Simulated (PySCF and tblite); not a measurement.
Values are calculated unless marked as measured or tabulated.
C5H9Br, numbered as in [Br:1][CH:2]1[CH2:3][CH2:4][CH2:5][CH2:6]1.

The ensemble was built from 90 distance-geometry starts (ETKDG and KDG, MMFF94s, GFN2-xTB) and rests on PBE0-D3(BJ)/def2-SVP geometries. Free energies are B3LYP-D3(BJ)/def2-TZVP (IEF-PCM, chloroform) single points with GFN2-xTB rigid-rotor and vibrational terms (modes under about 100 cm⁻¹ blended into free rotors). Symmetry numbers and mirror images are counted. Conformers within 3 kcal/mol (GFN2-xTB free energy) were kept, 8 at most. Run with PySCF (density fitting) and tblite.

Rotational constants are equilibrium values for the commonest isotopes; dipoles come from the energy level named and are polarised by its solvent model.

The 5-ring runs over atoms 2–3–4–5–6.

| conformer | shape | symmetry | weight % |
| --- | --- | --- | --- |
| 1 | 5-ring envelope (ring torsions -24, 0, 24, -39, 39°) | Cs | 68.7 |
| 2 | 5-ring envelope (ring torsions 26, -1, -25, 42, -42°) | Cs | 31.3 |

Sets of constants, in random order:

```json
{"set": "P", "A (MHz)": "6460", "B (MHz)": "1176", "C (MHz)": "1041", "abs μa (D)": "2.93", "abs μb (D)": "0.00", "abs μc (D)": "0.42"}
{"set": "Q", "A (MHz)": "4426", "B (MHz)": "1510", "C (MHz)": "1429", "abs μa (D)": "2.63", "abs μb (D)": "0.00", "abs μc (D)": "1.28"}
```

Problem. Match each set to its conformer.

Solution. P is conformer 2, Q is conformer 1.
